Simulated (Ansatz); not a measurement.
Two isomers of CH4ClFGe: A = `F[CH2][GeH2][Cl]`, B = `[CH3][GeH]([F])[Cl]`.

Isolated molecules relaxed with PBE0-D4/def2-TZVP in Ansatz; ΔE leaves out vibrations. CBS: MP2 limit from def2 TZ/QZ plus the TZ coupled-cluster correction, frozen cores. Functionals use def2-TZVPP. B3LYP here is the variant with VWN-RPA as its local correlation; programs differ in this. For Ge outer-core shells are correlated without core-valence functions, which leaves a few kJ/mol of doubt a bond. Scalar relativity is left out up to krypton. One conformer a species, not always the lowest.

Task: Which is lower in electronic energy at CCSD(T)/CBS, and by how much? (An estimate is asked.)

Result: Ansatz gave: B, by 46.1 kcal/mol.

Task: Give E(B) − E(A) in kcal/mol with r2SCAN-D4, PBE0-D4, CCSD(T)/def2-TZVPP, PBE-D4, HF/def2-TZVPP, B3LYP, ωB97M-V. (Estimate.)

Result: Computed: r2SCAN-D4 -45.6, PBE0-D4 -43.9, CCSD(T)/def2-TZVPP -45.8, PBE-D4 -42.9, HF/def2-TZVPP -45.7, B3LYP -43.9, ωB97M-V -44.9. None reverses the order clearly.

Largest T1 diagnostic: 0.011.

From PBE to PBE0 (25 % exact exchange), in def2-TZVPP and without D4, E(B) − E(A) moves by −1.0 kcal/mol.
